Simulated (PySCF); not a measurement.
**Dipole response of P²⁺ (phosphorus, charge +2)**

[Ne] 3s2 3p1, 2P determinant. All numbers are calculated (PySCF 2.14, no relativity, point nucleus, in dyall-av3z (19s12p3d2f, 84 functions)). Coupled (time-dependent) response in atomic units; α is the mean over directions.

```json
{"method": "UHF", "mean α (bohr³)": "9.548", "α xx, yy, zz": "9.783, 9.078, 9.783", "C₆ (like pair)": "34.94", "S(−4)": "40.03"}
{"method": "PBE", "mean α (bohr³)": "9.169", "α xx, yy, zz": "9.337, 8.835, 9.337", "C₆ (like pair)": "32.91", "S(−4)": "35.84"}
{"method": "PBE0", "mean α (bohr³)": "9.240", "α xx, yy, zz": "9.437, 8.846, 9.437", "C₆ (like pair)": "33.30", "S(−4)": "36.48"}
{"method": "TPSSh", "mean α (bohr³)": "9.342", "α xx, yy, zz": "9.553, 8.922, 9.553", "C₆ (like pair)": "34.12", "S(−4)": "37.12"}
```

S(−4) is the Cauchy moment in α(ω) = α(0) + S(−4) ω² + …

α(iu) at TPSSh:

```json
{"u (hartree)": "0", "α(iu) (bohr³)": "9.342"}
{"u (hartree)": "0.0500", "α(iu) (bohr³)": "9.251"}
{"u (hartree)": "0.100", "α(iu) (bohr³)": "8.987"}
{"u (hartree)": "0.200", "α(iu) (bohr³)": "8.082"}
{"u (hartree)": "0.300", "α(iu) (bohr³)": "6.942"}
{"u (hartree)": "0.500", "α(iu) (bohr³)": "4.828"}
{"u (hartree)": "0.750", "α(iu) (bohr³)": "3.067"}
{"u (hartree)": "1.00", "α(iu) (bohr³)": "2.054"}
{"u (hartree)": "1.50", "α(iu) (bohr³)": "1.084"}
{"u (hartree)": "2.00", "α(iu) (bohr³)": "0.6708"}
{"u (hartree)": "3.00", "α(iu) (bohr³)": "0.3388"}
{"u (hartree)": "5.00", "α(iu) (bohr³)": "0.1454"}
```

For an ion, C₆ is the dispersion term alone; charge-induced terms of lower order in 1/R come first.

The components differ because the open shell of this determinant is not spherical; for a pure term their mean is the scalar polarisability.
